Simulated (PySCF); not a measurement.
tellurium hexafluoride (F$_{6}$Te), singlet, geometry from GFN2-xTB (core potentials on Te); BLYP/def2-SVP in PySCF.

The PySCF input:
```python
from pyscf import gto, scf, dft

mol = gto.Mole()
mol.atom = '''
    F    -0.453146   -1.292907   -1.288811
    Te   -0.000000    0.000000   -0.000000
    F     1.818547   -0.203473   -0.435281
    F     0.159781   -1.350916    1.299030
    F    -0.159781    1.350916   -1.299030
    F     0.453146    1.292907    1.288811
    F    -1.818547    0.203473    0.435281
'''
mol.basis = 'def2-svp'
mol.ecp = {'Te': 'def2-svp'}
mol.charge = 0
mol.spin = 0
mol.verbose = 4
mol.build()

mf = dft.RKS(mol)
mf.xc = 'blyp'
mf.kernel()
```

It wrote (shortened):

```
PySCF version 2.14.0

[INPUT] verbose = 4
[INPUT] num. atoms = 7
[INPUT] num. electrons = 78
[INPUT] charge = 0
[INPUT] spin (= nelec alpha-beta = 2S) = 0
[INPUT] symmetry False subgroup None
[INPUT] Mole.unit = angstrom
[INPUT] Symbol           X                Y                Z      unit          X                Y                Z       unit  Magmom
[INPUT]  1 F     -0.453146000000  -1.292907000000  -1.288811000000 AA   -0.856321834442  -2.443240134533  -2.435499816327 Bohr   0.0
[INPUT]  2 Te     0.000000000000   0.000000000000   0.000000000000 AA    0.000000000000   0.000000000000   0.000000000000 Bohr   0.0
[INPUT]  3 F      1.818547000000  -0.203473000000  -0.435281000000 AA    3.436555774649  -0.384508243744  -0.822561877227 Bohr   0.0
[INPUT]  4 F      0.159781000000  -1.350916000000   1.299030000000 AA    0.301942329909  -2.552861257293   2.454810927594 Bohr   0.0
[INPUT]  5 F     -0.159781000000   1.350916000000  -1.299030000000 AA   -0.301942329909   2.552861257293  -2.454810927594 Bohr   0.0
[INPUT]  6 F      0.453146000000   1.292907000000   1.288811000000 AA    0.856321834442   2.443240134533   2.435499816327 Bohr   0.0
[INPUT]  7 F     -1.818547000000   0.203473000000   0.435281000000 AA   -3.436555774649   0.384508243744   0.822561877227 Bohr   0.0

nuclear repulsion = 592.155371323707
number of shells = 46
number of NR pGTOs = 205
number of NR cGTOs = 110
basis = def2-svp
ecp = {'Te': 'def2-svp'}

******** <class 'pyscf.dft.rks.RKS'> ********
method = RKS
initial guess = minao
damping factor = 0
level_shift factor = 0
DIIS = <class 'pyscf.scf.diis.CDIIS'>
diis_start_cycle = 1
diis_space = 8
diis_damp = 0
SCF conv_tol = 1e-09
SCF conv_tol_grad = None
SCF max_cycles = 50
direct_scf = True
direct_scf_tol = 1e-13
XC library pyscf.dft.libxc version 7.1.2
    S. Lehtola, C. Steigemann, M. J. T. Oliveira, and M. A. L. Marques,  SoftwareX 7, 1–5 (2018)
XC functionals = blyp
    A. D. Becke,  Phys. Rev. A 38, 3098 (1988)
    C. Lee, W. Yang, and R. G. Parr,  Phys. Rev. B 37, 785 (1988)
    B. Miehlich, A. Savin, H. Stoll, and H. Preuss,  Chem. Phys. Lett. 157, 200 (1989)
radial grids:
    Treutler-Ahlrichs [JCP 102, 346 (1995); DOI:10.1063/1.469408] (M4) radial grids

becke partition: Becke, JCP 88, 2547 (1988); DOI:10.1063/1.454033
pruning grids: <function nwchem_prune>
grids dens level: 3
symmetrized grids: False
atomic radii adjust function: <function treutler_atomic_radii_adjust>
small_rho_cutoff = 0
Set gradient conv threshold to 3.16228e-05
Initial guess from minao.
tot grids = 107536
init E= -839.240079231482
  HOMO = -0.882280727176961  LUMO = -0.811849178034691  gap/eV = 1.91654
cycle= 1 E= -864.928896199865  delta_E= -25.7  |g|= 3.08  |ddm|=  8.8
  HOMO = -0.313262469441969  LUMO = 0.0970842604768052  gap/eV = 11.16610
cycle= 2 E= -864.754467826782  delta_E= 0.174  |g|= 3.08  |ddm|= 7.32
  HOMO = -0.303744080455115  LUMO = -0.151747020093421  gap/eV = 4.13605
cycle= 3 E= -866.318011639993  delta_E= -1.56  |g|= 0.982  |ddm|= 3.66
  HOMO = -0.39573918893626  LUMO = -0.232192079928407  gap/eV = 4.45034
cycle= 4 E= -866.45118145312  delta_E= -0.133  |g|= 0.299  |ddm|= 0.766
  HOMO = -0.372725322055384  LUMO = -0.212174252644299  gap/eV = 4.36882
cycle= 5 E= -866.464706526629  delta_E= -0.0135  |g|= 0.0154  |ddm|= 0.181
  HOMO = -0.372254409442218  LUMO = -0.210924589810002  gap/eV = 4.39001
cycle= 6 E= -866.464760566368  delta_E= -5.4e-05  |g|= 0.000809  |ddm|= 0.0214
  HOMO = -0.37234720052465  LUMO = -0.211044336820361  gap/eV = 4.38927
cycle= 7 E= -866.464760644334  delta_E= -7.8e-08  |g|= 0.000367  |ddm|= 0.000894
  HOMO = -0.372331672678864  LUMO = -0.211029824479951  gap/eV = 4.38925
cycle= 8 E= -866.46476065048  delta_E= -6.15e-09  |g|= 0.00032  |ddm|= 0.000506
  HOMO = -0.372336653555655  LUMO = -0.211026347652606  gap/eV = 4.38948
cycle= 9 E= -866.464760669017  delta_E= -1.85e-08  |g|= 1.03e-05  |ddm|= 0.000259
  HOMO = -0.372337063958863  LUMO = -0.211026450451104  gap/eV = 4.38949
cycle= 10 E= -866.464760669028  delta_E= -1.18e-11  |g|= 1.47e-07  |ddm|= 8.85e-06
  HOMO = -0.372337062392794  LUMO = -0.211026437738063  gap/eV = 4.38949
Extra cycle  E= -866.464760669033  delta_E= -5e-12  |g|= 1.68e-07  |ddm|= 4.15e-07
converged SCF energy = -866.464760669033
```
